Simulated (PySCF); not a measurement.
1-bromo-1-fluorocyclopropane (C3H4BrF), SMILES FC1(Br)CC1.

The structure is a stationary point at B3LYP-D3(BJ)/def2-SVP.

Level of theory: PBE0/def2-TZVP in PySCF.

Isolated molecule, no solvent.

Question: Estimate the frontier levels, gap, dipole moment and polarisability. (The exact figures need the calculation; the answer reports its results.)

Answer: 
```
Item                                                                                                            Value
---------------------------------------------------------------------------------------------  ----------------------
highest occupied level                                                                                       -7.81 eV
lowest empty level                                                                                           -0.33 eV
orbital gap                                                                                                   7.48 eV
dipole moment                                                                                                  2.22 D
quadrupole, principal values (traceless, Buckingham form, about the centre of nuclear charge)  -3.44, -0.10, 3.54 D·Å
mean static polarisability                                                                       54.0 bohr³ (8.01 Å³)
polarisability, principal values                                                               46.7, 48.1, 67.3 bohr³
```
